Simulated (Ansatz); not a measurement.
```yaml
crystal:
  periodic: [false, false, false]
  atoms:
    - {symbol: Zn, position_ang: [-1.183048, 0.293669, -1.971893]}
    - {symbol: O, position_ang: [-1.311222, -1.010247, 1.393765]}
    - {symbol: Zn, position_ang: [0.515782, -1.910089, -1.830185]}
    - {symbol: O, position_ang: [0.760448, 0.162391, -2.206735]}
    - {symbol: O, position_ang: [1.163640, 0.341356, 0.585946]}
    - {symbol: Zn, position_ang: [0.075443, 0.234030, 2.336951]}
    - {symbol: Zn, position_ang: [0.710656, 1.598002, -0.684643]}
    - {symbol: O, position_ang: [-1.079754, 1.693154, 1.903888]}
    - {symbol: H, position_ang: [-0.965252, -1.444247, -1.033087]}
    - {symbol: H, position_ang: [-2.342029, 0.141533, -3.008437]}
    - {symbol: H, position_ang: [-1.048037, -1.215302, 0.616305]}
    - {symbol: H, position_ang: [-1.580826, -1.958388, 1.875405]}
    - {symbol: H, position_ang: [1.727656, -2.250785, -0.235675]}
    - {symbol: H, position_ang: [1.115569, -2.990691, -2.575644]}
    - {symbol: H, position_ang: [1.159368, 0.437388, -2.980622]}
    - {symbol: H, position_ang: [1.614910, -1.628388, 0.104435]}
    - {symbol: H, position_ang: [2.171385, 0.587579, 1.213265]}
    - {symbol: H, position_ang: [0.376636, -0.092772, 3.933694]}
    - {symbol: H, position_ang: [-1.197038, 1.277190, -0.419480]}
    - {symbol: H, position_ang: [1.165521, 3.035604, -0.993103]}
    - {symbol: H, position_ang: [-1.277359, 1.489034, 1.065307]}
    - {symbol: H, position_ang: [-0.768799, 2.625903, 2.123171]}
basis:
  gaussian: {orbitals: cc-pVDZ}
total_charge: 1
magnetization: {spin_polarized: true, initial_magnetization: 1}
hamiltonian: {xc: {name: PBE0-DH}}
scf: {lower_state_search: full}
output: {forces: true}
```

```sh
$ ansatz run in.yaml --threads 2 --pin off --events-out ev --progress --plain --max-ram 32768MiB --backend cuda --devices 0, --max-vram 18GiB
```

Shortened log:

```
Functional definition: PBE0-DH
3026 factors; integrals over basis functions are off by at most 1.7e-3 eV
mean field evaluation 1: about -202012.4544 eV, gradient 7.5e1 eV
mean field evaluation 2: about -202012.5906 eV, gradient 7.4e1 eV
mean field evaluation 4: about -202029.6873 eV, gradient 2.4e1 eV
mean field evaluation 8: about -202031.9865 eV, gradient 1.0e0 eV
mean field evaluation 16: about -202032.0317 eV, gradient 1.4e-1 eV
mean field evaluation 32: about -202032.0358 eV, gradient 2.6e-3 eV
mean field evaluation 64: about -202032.0355 eV, gradient 1.9e-1 eV
mean field evaluation 96: about -202032.0319 eV, gradient 4.4e-1 eV
mean field evaluation 128: about -201958.5206 eV, gradient 8.2e1 eV
mean field evaluation 160: about -201994.7522 eV, gradient 6.7e1 eV
mean field evaluation 192: about -202002.2401 eV, gradient 6.1e1 eV
mean field evaluation 224: about -201970.0203 eV, gradient 7.5e1 eV
mean field evaluation 256: about -201961.9360 eV, gradient 8.1e1 eV
mean field evaluation 288: about -202032.0358 eV, gradient 1.4e-2 eV
mean field evaluation 320: about -202006.3304 eV, gradient 7.9e1 eV
mean field evaluation 352: about -201995.5829 eV, gradient 1.0e2 eV
mean field -202032.03579635 eV, -7424.5403732835 hartree, gradient 5.7e-6 eV, S^2 0.772965; 12 other end points of the search recorded, 0 dependent functions left out
24 core orbitals not correlated: weight in the atoms' cores, before any rotation towards them, 1.000 or more for the frozen orbitals, at most 0.000 for the correlated occupied ones
reference -202032.03584174 eV, -7424.5403749517 hartree; 59, 58 occupied and 215, 216 virtual orbitals, 3026 factors
second order -113.82638756 eV of doubles, -0.00000000 eV of singles
Total energy: -202046.26414019 eV, -7425.0632552753 hartree
Atom 0 at    -1.183048     0.293669    -1.971893 Å, force     0.351965    -0.745353     1.259712 eV/Å
Atom 1 at    -1.311222    -1.010247     1.393765 Å, force    -4.091758    -1.555735    11.082124 eV/Å
Atom 2 at     0.515782    -1.910089    -1.830185 Å, force    -0.775039     1.217902     0.792083 eV/Å
Atom 3 at     0.760448     0.162391    -2.206735 Å, force    -1.625235    -0.851284     2.594478 eV/Å
Atom 4 at     1.163640     0.341356     0.585946 Å, force     4.705609     0.458184     4.709242 eV/Å
Atom 5 at     0.075443     0.234030     2.336951 Å, force     1.112980    -1.578648     1.850529 eV/Å
Atom 6 at     0.710656     1.598002    -0.684643 Å, force     0.607220     0.439161    -0.413110 eV/Å
Atom 7 at    -1.079754     1.693154     1.903888 Å, force     1.326058     3.404659     6.515557 eV/Å
Atom 8 at    -0.965252    -1.444247    -1.033087 Å, force     0.173471     0.308489    -0.757613 eV/Å
Atom 9 at    -2.342029     0.141533    -3.008437 Å, force    -0.760834     0.185151    -0.247631 eV/Å
Atom 10 at    -1.048037    -1.215302     0.616305 Å, force     2.898763    -2.682540    -9.058880 eV/Å
Atom 11 at    -1.580826    -1.958388     1.875405 Å, force     1.067348     4.024718    -1.998261 eV/Å
Atom 12 at     1.727656    -2.250785    -0.235675 Å, force     0.499384    -1.900374    -0.738552 eV/Å
Atom 13 at     1.115569    -2.990691    -2.575644 Å, force     0.654622    -1.174965    -0.864221 eV/Å
Atom 14 at     1.159368     0.437388    -2.980622 Å, force     1.566724     0.929412    -2.816889 eV/Å
Atom 15 at     1.614910    -1.628388     0.104435 Å, force    -0.344280     1.722199     0.813781 eV/Å
Atom 16 at     2.171385     0.587579     1.213265 Å, force    -4.582415    -1.135350    -3.288782 eV/Å
Atom 17 at     0.376636    -0.092772     3.933694 Å, force     0.020558     0.208448    -1.189618 eV/Å
Atom 18 at    -1.197038     1.277190    -0.419480 Å, force     0.073298     0.017577    -1.519175 eV/Å
Atom 19 at     1.165521     3.035604    -0.993103 Å, force    -0.260494     0.430296    -0.109896 eV/Å
Atom 20 at    -1.277359     1.489034     1.065307 Å, force    -1.643032     0.043238    -5.471223 eV/Å
Atom 21 at    -0.768799     2.625903     2.123171 Å, force    -0.974914    -1.765185    -1.143654 eV/Å
Dipole moment:    -0.306176     0.384789    -0.147172 e Å
```

Run time 59 s (2 threads of AMD EPYC 7R13 on a shared host and a share (18 GiB) of an NVIDIA H100 80GB HBM3), peak host memory 3.8 GiB.

Correlated methods freeze 24 core orbitals.

The dipole of an ion depends on the origin.
